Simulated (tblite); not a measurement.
Compound: C4H11P2Si (doublet state).
Bonds: C1–C2 (double), C2–C3, C3–C4, C4–Si5, Si5–P6, Si5–P7. Hydrogens: H8, H9 on C1; H10 on C2; H11 on C3; H12, H13 on C4; H14 on Si5; H15, H16 on P6; H17, H18 on P7.

The geometry is computed with GFN2-xTB (gas phase). This method treats the open shell by occupation alone, without spin polarisation.

(1) Give the optimised bond lengths and angles.

Results:

(1) 
```
                   bond  length (Å)   order
                  C1=C2       1.365  double
                  C2–C3       1.384  single
                  C3–C4       1.468  single
                 C4–Si5       1.938  single
         Si5–P6, Si5–P7       2.260  single
                  C1–H8       1.076  single
                  C1–H9       1.074  single
                 C2–H10       1.086  single
                 C3–H11       1.081  single
         C4–H12, C4–H13       1.088  single
                Si5–H14       1.473  single
P6–H15 and 3 like bonds       1.386  single
```

Bonds in one row agree within 0.01 Å and their mean is given. Orders are formal, as drawn. A selection of angles:
```
     angle  degrees
  C2–C1–H8    121.1
  C2–C1–H9    121.7
  H8–C1–H9    117.2
  C1–C2–C3    124.8
 C1–C2–H10    118.3
 C3–C2–H10    116.9
  C2–C3–C4    123.2
 C2–C3–H11    119.2
 C4–C3–H11    117.4
 C3–C4–Si5    108.7
 C3–C4–H12    111.6
Si5–C4–H12    108.3
H12–C4–H13    109.1
 C4–Si5–P6    105.8
C4–Si5–H14    110.1
 P6–Si5–P7    119.1
P6–Si5–H14    107.6
Si5–P6–H15     95.2
H15–P6–H16     92.5
```

Torsions: C1–C2–C3–C4 -177° (antiperiplanar); C2–C3–C4–Si5 89° (synclinal); C3–C4–Si5–P6 -70° (synclinal). The mirror-image conformer, all signs reversed, is as good.

C3 (carbon bonded to 2 C and H) is planar (angles 123.2°, 119.2° and 117.4°, sum 359.9°, 0.03 Å off the plane of its three neighbours). P6 (phosphorus bonded to Si and 2 H) is pyramidal (angles 95.2°, 94.8° and 92.5°, sum 282.5°, 0.84 Å off the plane of its three neighbours). Si5 (silicon bonded to C, 2 P and H) is distorted tetrahedral (angles from 105.8° to 119.1°). C2 (carbon bonded to 2 C and H) is planar (angles 124.8°, 118.3° and 116.9°, sum 360.0°, 0.00 Å off the plane of its three neighbours). C1 (carbon bonded to C and 2 H) is planar (angles 121.7°, 121.1° and 117.2°, sum 360.0°, 0.00 Å off the plane of its three neighbours). Of the pairs four or more bonds apart, H10···H13 is among the closest relative to their van der Waals radii: 2.45 Å, 102 % of the sum of Bondi's values. The 3 C–C bonds span 1.365 Å (C1=C2, drawn double in one of several resonance forms) to 1.468 Å (C3–C4, drawn single), a spread of 0.103 Å.

Point group: C1 (no symmetry element, even within 0.4 Å). Its GFN2-xTB frequencies are all real (lowest 22 cm⁻¹). Torsions: C1–C2–C3–C4 -177°, C2–C3–C4–Si5 89°, C3–C4–Si5–P6 -70°, C4–Si5–P6–H 77° and 170°, C4–Si5–P7–H -165° and -73°. 3 starts were optimised and ended at 0.00, 0.33 and 0.61 kcal/mol (GFN2-xTB); the lowest of these is shown.
